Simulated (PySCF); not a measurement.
**Vertical excitation energies**

C2H9GeNO.
SMILES: `CC[O][GeH2][NH2]`

Theory: TDDFT CAM-B3LYP/def2-SVPD, vertical, gas phase, core orbitals frozen in the response (PySCF 2.14.0, density-fitted response routines). One conformer (not necessarily the lowest) at the PBE0-D3(BJ)/def2-SVP geometry, without solvent, vibrations or thermal averaging. The CAM-B3LYP/def2-SVPD calculation is non-relativistic and has no spin–orbit coupling, an omission that weighs most on germanium. Torsions of this conformer, `[CH3:1][CH2:2][O:3][GeH2:4][NH2:5]`: C1–C2–O3–Ge4 178°, C2–O3–Ge4–N5 -179°, H–N5–Ge4–O3 63°, H–N5–Ge4–O3 -64°.

What does the calculation give for the low-lying excited states?

```
state  E (eV)  E (kJ/mol)  λ (nm)       f  |μ| (D)   main configurations (H = HOMO, L = LUMO)
   S1    6.77         653   183.1   0.049     1.39                  H-1→L (81%), H-1→L+1 (9%)
   S2    7.09         684   174.9  0.0039     0.38        H→L (58%), H→L+1 (17%), H→L+2 (14%)
   S3    7.27         701   170.6  0.0002     0.08                     H→L+1 (51%), H→L (28%)
   S4    7.65         738   162.0   0.053     1.35                   H→L+2 (60%), H→L+1 (24%)
   S5    7.81         754   158.7   0.017     0.76  H-1→L+1 (55%), H-1→L+3 (16%), H-1→L (10%)
   S6    7.97         769   155.5   0.037     1.11                  H-1→L+2 (77%), H-2→L (8%)
```

The lowest singlet lies at 6.77 eV (183 nm, vacuum ultraviolet) and is of moderate strength; its leading configuration is HOMO-1→LUMO (81%). The most intense listed level is S4 at 7.65 eV (162 nm, f = 0.053), 0.88 eV above S1. Löwdin shares by element: HOMO oxygen 56%, carbon 14% or more, germanium 8%, hydrogen 6% or more (atoms not listed hold the other 16%); LUMO germanium 44%, hydrogen 21% or more, nitrogen 10% (atoms not listed hold the other 25%). Of the 6 states listed, 4 reach f = 0.01 and 1 stays under 0.0005. Weighted by f, the mean energy of these states is 7.46 eV. The oscillator strengths of these states sum to 0.161; summed over the whole spectrum of an exact calculation they would give the number of electrons, 68 (Thomas–Reiche–Kuhn). The window holds the lowest 6 singlets.
